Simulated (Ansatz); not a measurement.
## Which method gave which barrier?

Saddle point of GaH$_{2}$F, singlet (GaH₂F ([F][GaH2]) → GaH + HF; bonds formed: F2–H3; bonds broken: Ga1–F2, Ga1–H3), PBE0-D4/def2-TZVP structure:

| atom | x (Å) | y (Å) | z (Å) |
| --- | --- | --- | --- |
| Ga1 | -0.5388 | 0.4027 | 0.1064 |
| F2 | 0.9743 | -0.8263 | -0.5077 |
| H3 | -0.0082 | -0.3793 | -1.2360 |
| H4 | -0.4273 | 0.8029 | 1.6373 |

Program: Ansatz 0.2.0. Basis: def2-TZVPP, with def2-QZVPP for the basis limit. Cores are frozen in the correlated methods. Filled d shells of the heavier atoms are correlated. The def2 sets are not built for correlating such inner shells, so the correlated values are less sure here. B3LYP uses VWN-RPA correlation. Extrapolation: Hartree–Fock as exp(−7.88 √X), correlation as X^−2.97. Four methods, as single points on the PBE0-D4 structures, gave these electronic barriers from the start structure: 46.37, 55.20, 61.79, 78.10 kcal/mol.

(1) The methods were, in alphabetical order, B3LYP-D4, CCSD(T), HF, SPW92. Which gave which? (Judge from chemistry; the calculation decides.)

No T1 diagnostic of these runs exceeds 0.019. The restricted Hartree–Fock reference is unstable towards an unrestricted one at one or more of these structures.

Answers

(1) Computed: SPW92 46.37; B3LYP-D4 55.20; CCSD(T) 61.79; HF 78.10 kcal/mol. For comparison, CCSD(T) at an estimated basis limit (MP2 extrapolated from triple and quadruple zeta, plus CCSD(T) − MP2 in triple zeta) gives 59.53 kcal/mol.

Labels in which every atom is bracketed show which atoms are joined, not bond orders.

For scale, one of the runs: CCSD(T)/def2-TZVPP, 107 basis functions, launched by `ansatz run in.yaml --threads 2 --pin off --events-out ev --progress --plain --max-ram 4352MiB`. Hardware: 2 CPU threads of an Arm Neoverse V2, shared host. Wall time about 4.2 s.
